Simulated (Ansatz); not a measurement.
C$_{7}$H$_{18}$GeO$_{3}$ (`CC[O][Ge]([CH3])([O]CC)[O]CC`) at its PBE0-D4/def2-TZVP geometry, where that method's forces vanish. Total charge 0; spin multiplicity 1.

```xyz
29

C     0.2071   -3.3576    0.0235
C    -0.3067   -2.1610   -0.7389
O    -0.6637   -1.1486    0.1818
Ge   -1.0692    0.4746   -0.4127
C    -2.5963    0.5553   -1.5812
O     0.2972    1.1048   -1.3408
C     1.5697    1.2600   -0.7421
C     2.5503    1.7187   -1.7931
O    -1.3160    1.4216    1.0517
C    -1.1448    0.8923    2.3549
C     0.3028    0.8825    2.7897
H     0.4806   -4.1623   -0.6636
H    -0.5573   -3.7308    0.7083
H     1.0882   -3.0874    0.6095
H     0.4632   -1.7980   -1.4337
H    -1.1774   -2.4505   -1.3448
H    -2.3670    0.0697   -2.5298
H    -3.4485    0.0617   -1.1145
H    -2.8460    1.5995   -1.7691
H     1.5169    1.9930    0.0727
H     1.9063    0.3109   -0.3020
H     2.2296    2.6691   -2.2245
H     2.6216    0.9847   -2.5987
H     3.5436    1.8531   -1.3573
H    -1.7325    1.5325    3.0209
H    -1.5583   -0.1202    2.4207
H     0.3844    0.5483    3.8278
H     0.8885    0.2008    2.1689
H     0.7339    1.8835    2.7161
```

Problem. What forces (eV/Å) does ωB97M-V/def2-TZVPP give on these atoms in Ansatz? (Estimate.)

Solution. Computed: 
```
C1   0.070 -0.168  0.099
C2   0.013 -0.082 -0.324
O3  -0.034  0.156  0.193
Ge4 -0.088  0.016 -0.065
C5  -0.012 -0.006 -0.012
O6  -0.177 -0.028 -0.118
C7   0.154 -0.022  0.284
C8   0.142  0.065 -0.139
O9   0.012  0.099 -0.191
C10 -0.188 -0.105  0.271
C11  0.184  0.006  0.052
H12 -0.019  0.059  0.053
H13  0.053  0.035 -0.053
H14 -0.065 -0.011 -0.044
H15 -0.055 -0.013  0.055
H16  0.065  0.033  0.052
H17 -0.022  0.034  0.062
H18  0.054  0.035 -0.038
H19  0.018 -0.078  0.012
H20 -0.008 -0.054 -0.056
H21 -0.034  0.051 -0.030
H22  0.016 -0.072  0.036
H23 -0.012  0.049  0.062
H24 -0.072 -0.009 -0.035
H25  0.053 -0.064 -0.051
H26  0.031  0.078 -0.014
H27 -0.007  0.023 -0.078
H28 -0.035  0.035  0.018
H29 -0.036 -0.063  0.000
```
